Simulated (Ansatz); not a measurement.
Sr₂S₂, relaxed as a singlet with RKS B3LYP-D4/def2-TZVP in Ansatz, starting from the GFN1-xTB geometry. Force threshold 0.02 eV/Å.

In the def2 sets Sr takes a core potential; there is no spin–orbit coupling. The structure comes from a short search, and lower isomers may exist.

Start:

```
atom   x (Å)   y (Å)   z (Å)
 Sr1   1.765  -0.099  -0.519
 Sr2  -1.773   0.117   0.486
  S3   0.335   1.688   0.810
  S4  -0.327  -1.706  -0.778
```

```tsv
step	energy (eV)	largest force component (eV/Å)	SCF passes
1	-23349.5760	0.353	16
2 (rejected)	-23349.5060	0.372	23
3	-23349.6032	0.054	20
4	-23349.6056	0.015	20
```

Force components are those of the run's own axes.

End:

```csv
atom,x (Å),y (Å),z (Å)
Sr1,1.7439,-0.1077,-0.4944
Sr2,-1.7431,0.1063,0.4973
S3,0.3418,1.7597,0.8219
S4,-0.3425,-1.7583,-0.8247
```

By distances, no bond broke or formed. The bond that changes most is Sr1–S3, from 2.65 to 2.68 Å (atoms count from 1).

No frequencies were taken in this run, so the end may be a saddle point.

Run time 6.5 s (4 threads of Arm Neoverse V2 on a shared host).
